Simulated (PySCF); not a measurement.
# Dy (dysprosium, neutral): B97-3 calculation

Configuration: [Xe] 4f10 5d1 6s1, one real determinant (an excited configuration). Computed with PySCF 2.14 in x2c-TZVPPall, with scalar relativity by spin-free X2C-1e.

```
Total energy                                                  : -12156.26 hartree
One-electron energy                                           : -16652.63 hartree
Hartree (Coulomb) energy                                      : 4763.22 hartree
Exchange-correlation energy                                   : -266.84 hartree
⟨S²⟩                                                          : 12.0034
⟨L²⟩                                                          : 40.016
Sum of ⟨r⟩                                                    : 43.83 bohr
Sum of ⟨r²⟩                                                   : 78.00 bohr²
Traceless quadrupole moment −½Σ⟨3z² − r²⟩ along its main axis : 5.48 e·bohr²
Langevin diamagnetic susceptibility                           : -61.8 ×10⁻⁶ cm³/mol
Time after the integrals                                      : roughly 15 core-seconds
```

```csv
shell,electrons,mean orbital energy (hartree),spread (hartree),"rms radius, mean of both spins (bohr)"
1s α,1,-1971.56577,0,0.0240
1s β,1,-1971.56498,0,0.0240
2s α,1,-329.56328,0,0.0971
2s β,1,-329.56008,0,0.0971
2p α,3,-292.93009,0.00180,0.0874
2p β,3,-292.92755,0.00118,0.0874
3s α,1,-73.87923,0,0.250
3s β,1,-73.81092,0,0.250
3p α,3,-62.52992,0.01160,0.251
3p β,3,-62.45858,0.00711,0.251
3d α,5,-47.64723,0.01518,0.230
3d β,5,-47.58294,0.00578,0.230
4s α,1,-14.87109,0,0.563
4s β,1,-14.71280,0,0.563
4p α,3,-11.09930,0.01776,0.599
4p β,3,-10.93498,0.00694,0.599
4d α,5,-5.87654,0.03018,0.658
4d β,5,-5.68923,0.01679,0.658
5s α,1,-1.89629,0,1.39
5s β,1,-1.81539,0,1.39
5p α,3,-0.98664,0.00421,1.67
5p β,3,-0.92315,0.01312,1.67
4f α,7,-0.21503,0.03555,0.989
6s α,1,-0.15089,0,4.55
4f β,3,-0.11196,0.00355,0.989
5d α,1,-0.06650,0,4.33
```

⟨L²⟩ = 40.02 against 72 for a pure L term, so this real determinant mixes terms. Spin-orbit coupling, absent here, splits the open shell strongly.

Densities and radii are taken from the X2C orbitals without a picture-change correction, which distorts them close to the nucleus.
